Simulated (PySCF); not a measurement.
Excitations are Tamm–Dancoff values on a coarser integration grid. The basis has no diffuse functions, so Rydberg states are missing or too high.

Cartesian coordinates (Å):
```xyz
14

B      1.2291    -1.0993     1.9520
C      1.1565    -0.2646     0.7081
C      0.0101    -0.0198    -0.0158
N     -1.2170    -0.4309     0.3708
C      0.0858     0.7673    -1.2495
C     -0.9465     1.3049    -1.8934
H      2.2568    -1.2443     2.5492
H      0.2568    -1.6674     2.3862
H      2.0477     0.2029     0.2993
H     -1.2650    -1.0375     1.1728
H     -1.9394    -0.5292    -0.3190
H      1.0915     0.9148    -1.6278
H     -1.9660     1.2263    -1.5317
H     -0.8004     1.8769    -2.8012
```
Charge 0, multiplicity 1.

Task: What S1–T1 gap (TDA), T1 excitation (TDA), brightest of the four lowest singlets (TDA), total energy and LUMO does PBE-D3(BJ)/def2-TZVP // PBE0-D4/def2-TZVP in PySCF give?

Result: 
```
Quantity                                           Value
-------------------------------------------  -----------
S1–T1 gap (TDA)                                  1.60 eV
T1 excitation (TDA)                              2.35 eV
brightest of the four lowest singlets (TDA)      5.15 eV
total energy                                 -6437.42 eV
LUMO                                            -2.84 eV
```
